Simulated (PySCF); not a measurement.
The PySCF input:
```python
from pyscf import gto, scf, mcscf
import numpy

mol = gto.Mole()
mol.atom = '''
    Si    0.01090699    0.01067780    0.77975715
    Br    1.07755541   -1.63416698   -0.14870581
    Br   -1.08191821    1.62989586   -0.16319705
'''
mol.basis = '6-31g'
mol.charge = 1
mol.spin = 1
mol.verbose = 4
mol.build()

mf = scf.ROHF(mol)
mf.kernel()
mc = mcscf.CASSCF(mf, 7, 5)
mc.kernel()
occ = numpy.linalg.eigvalsh(mc.fcisolver.make_rdm1(mc.ci, mc.ncas, mc.nelecas))[::-1]
ss = mc.fcisolver.spin_square(mc.ci, mc.ncas, mc.nelecas)[0]
print('natural occupations', occ.round(4), ' <S^2>', round(ss, 4))
```

Q: What does this run give for the SCF-reference Mulliken (on the basis functions themselves) charges in atom order, total energy, natural occupations of the active orbitals, nuclear repulsion energy, number of basis functions?

A: 
```json
{
 "SCF-reference Mulliken (on the basis functions themselves) charges in atom order": "Si1 0.87, Br2 0.07, Br3 0.07",
 "total_energy": "-5432.710779 Ha",
 "natural_occupations_of_the_active_orbitals": "1.97, 1.96, 1.00, 0.03, 0.03, 0.00, 0.00",
 "nuclear_repulsion_energy": "404.7056 Eh",
 "number_of_basis_functions": "67"
}
```

These values belong to the state on which the SCF converged, which isn't shown to be the lowest.

Q: Roughly what does it cost on one core?

A: about 18 core-seconds (a rough figure).
